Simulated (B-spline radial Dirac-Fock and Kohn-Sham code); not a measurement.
The computed values come from an atomic code on a B-spline grid: ΔSCF Dirac-Fock with Breit, self-energy and vacuum polarisation, finite nucleus, configuration average. Free neutral atoms.

Question: Order these X-ray lines by photon energy, lowest first.
A. Pb Lα1
B. Gd Lβ3
C. Sm Lβ1
D. La Lβ1
E. Lu Lα2
F. Nd Lγ3

Answer: D (5041.7 eV), C (6205.7 eV), B (6832.7 eV), F (6896.1 eV), E (7604.1 eV), A (10550.1 eV).
